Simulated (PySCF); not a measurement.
Run record: geometry optimisation, `N#C[SiH2][GeH2][C]#N`.

Method: PBE0-D3(BJ)/def2-SVP geometry optimisation, gas phase (PySCF 2.14.0). Start geometry: GFN2-xTB. A driver script takes a list of jobs; this job's settings line and coordinates (Å) are shown.

Command:
```bash
OMP_NUM_THREADS=1 python probes_run.py task.json out
```

Input:
```
{"job": {"xc": "PBE0", "basis": "def2-SVP", "d3": "d3bj", "grid": 1, "shake": 0.01, "kind": "geom"}, "charge": 0, "multiplicity": 1}
N     -3.381180    -0.563650     0.671690
C     -2.443430     0.021210     0.411040
Si    -0.859780     0.895190    -0.011060
Ge     0.772230    -0.798400    -0.406890
C      2.489910    -0.044060    -0.497910
N      3.519920     0.465100    -0.531110
H     -1.095660     1.701500    -1.195260
H     -0.484590     1.713320     1.163320
H      0.893080    -1.865140     0.663590
H      0.639930    -1.546010    -1.699820
```

Output:
```
step   0  E = -2553.48912387  max force = 0.054725
step   1  E = -2553.49400812  max force = 0.005825
step   2  E = -2553.49435200  max force = 0.001220
step   3  E = -2553.49440409  max force = 0.001032
step   4  E = -2553.49444469  max force = 0.000973
step   5  E = -2553.49446035  max force = 0.000446
step   6  E = -2553.49447489  max force = 0.000356
optimisation converged
```

Energies in Eh; «max force» is the largest Cartesian gradient component in Eh/bohr.

Problem. Give the first gradient maximum in eV/Å.

Solution. With 1 Eh/bohr = 51.422 eV/Å, 2.814 eV/Å.

Problem. How much energy does the optimisation release, in kcal/mol?

Solution. E(step 0) − E(last step) = 0.005351 Eh, which is 3.4 kcal/mol.

In short: final energy -2553.49447 Eh after 6 steps; dipole 0.51 D.

Problem. How long does this job take on an Arm Neoverse V2 with one thread, no GPU, shared host? And the peak memory of the process?

Solution. About 48 s, with 0.52 GiB resident at the peak, the Python interpreter and its libraries included.
Labels such as C1 count atoms from 1, the log's own numbers from 0.
